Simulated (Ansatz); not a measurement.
The cluster Mg₅S₄, relaxed as a singlet with RKS B3LYP-D4/def2-SVP in Ansatz, starting from the GFN2-xTB geometry. Force threshold 0.02 eV/Å.

The restricted singlet is unstable towards broken spin symmetry in Hartree–Fock (as tested in another run); at B3LYP-D4/def2-SVP this wasn't settled. The structure comes from a short search, and lower isomers may exist.

Start:

```xyz
9

Mg    2.3746   -2.0866    0.5980
Mg    0.8542    1.3104   -1.0469
Mg   -0.2319    0.9003    1.6286
Mg   -1.9910    0.4108   -0.7392
Mg   -0.0250   -1.9405   -0.2815
S    -0.2666   -0.4838   -2.2062
S    -1.6719   -0.9941    1.2245
S     1.9670    0.3733    0.8516
S    -1.0094    2.5102   -0.0290
```

Q: Estimate the energy that the relaxation releases and the steps that it takes.

A: 5.6 kcal/mol, in 6 steps; 26 s on 4 threads of Arm Neoverse V2 on a shared host. No frequencies were taken in this run, so the end may be a saddle point.

Q: Does the start keep its bonding?

A: By distances, no bond broke or formed. The bond that changes most is Mg1–Mg5, from 2.56 to 2.79 Å (atoms count from 1).

Q: Predict the relaxed structure.

A: 
Cartesian coordinates in Å:
```
Mg 2.3825 -1.8639 0.6560
Mg 0.8887 1.1848 -1.0551
Mg -0.1921 0.7805 1.6329
Mg -1.9922 0.4562 -0.7300
Mg -0.1962 -2.0514 -0.3813
S -0.3698 -0.5090 -2.2845
S -1.7731 -1.0290 1.1999
S 2.1523 0.5618 0.9513
S -0.9002 2.4701 0.0107
```
Bond lengths (bridged metal pairs left out): 12 × Mg–S 2.41 to 2.46 Å; 1 × Mg–Mg 2.79 Å.
